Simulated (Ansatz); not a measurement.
System: C4H9O2 (charge 0, doublet). It need not be the lowest isomer of its formula. SMILES: [CH2]C(OC)OC
Structure (B3LYP-D3(BJ)/def2-TZVP (Ansatz, an electronic-structure program) minimum search):
```
C
O 1 1.3886
H 1 1.1049 2 110.53
C 2 1.4198 1 114.23 3 51.02
H 4 1.0880 2 106.62 1 -175.09
H 4 1.0913 5 109.71 2 120.71
H 4 1.0969 5 109.17 6 119.59
O 1 1.4376 3 107.04 2 117.25
C 8 1.4126 1 114.26 3 39.25
H 9 1.0887 8 106.95 1 -173.85
H 9 1.0956 10 108.67 8 121.27
H 9 1.0977 10 108.98 11 118.21
C 1 1.4810 3 111.42 8 122.07
H 13 1.0797 1 120.57 3 -36.52
H 13 1.0801 14 119.80 1 170.00
```
Charge 0, spin multiplicity 2.

Quantity: atomisation energy (electronic, to ground-state atoms); the coupled-cluster value holds the core correlation from cc-pwCVTZ, in kcal/mol. Valence correlation only, unless marked. Open shells are spin-unrestricted. Spin-orbit coupling is left out. No relativistic terms. CBS marks a two-point X^-3 extrapolation of the correlation energy; Hartree-Fock from the larger set. [CCSD(T)-MP2]/basis is that difference in the basis named.

Level to compare with: RI-MP2/CBS(cc-pVTZ,cc-pVQZ)+[CCSD(T)-MP2]/cc-pVTZ plus the core term (Ansatz), 1379.8 kcal/mol. It is a level with limits of its own, and the differences hold the functionals' basis error too.

Task: Rank these functionals by how close they come to RI-MP2/CBS(cc-pVTZ,cc-pVQZ)+[CCSD(T)-MP2]/cc-pVTZ, closest first: r2SCAN0/def2-TZVPD (Ansatz); r2SCAN/def2-TZVPD (Ansatz); HSE06/def2-TZVPD (Ansatz); LC-wPBE/def2-TZVPD (Ansatz).

Result: r2SCAN/def2-TZVPD (meta-GGA, 1379.8 kcal/mol, difference 0.0), HSE06/def2-TZVPD (screened hybrid, 1378.1 kcal/mol, difference -1.7), LC-wPBE/def2-TZVPD (range-separated hybrid, 1374.6 kcal/mol, difference -5.2), r2SCAN0/def2-TZVPD (hybrid meta-GGA, 1357.1 kcal/mol, difference -22.7)
